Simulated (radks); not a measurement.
All-electron atom: the beryllium ion Be2+ in 1s1 2s1 (not the ground configuration).

All-electron calculation, Dirac Kohn-Sham, PBE, spin-unpolarised, spherical densities, finite nucleus; Fermi nuclear charge, rms radius 2.519 fm. Program: a radial shooting solver on a logarithmic mesh with Libxc functionals.

Energy parts (Ry):
total: -18.11046
kinetic: 18.05922
electron-nucleus: -37.93903
Hartree: 4.36301
exchange-correlation: -2.59365

Orbitals (lengths in bohr, moments of r in powers of bohr; r(max) is where P^2 peaks; r(90%) holds 90 % of the orbital's charge):
orbital  occ.  eigenvalue (Ry)   <r^4>  r(90%)  r(max)   <1/r>
1s1/2       1        -12.30788  0.1042   0.690  0.2523   3.924
2s1/2       1         -2.13633   22.96    2.72   1.509  0.8186

The highest occupied level is 2s1/2 at -29.066 eV. The electron density at the nucleus is 21.65 e/bohr^3. The density falls to 0.001 e/bohr^3 at r = 3.01 bohr.
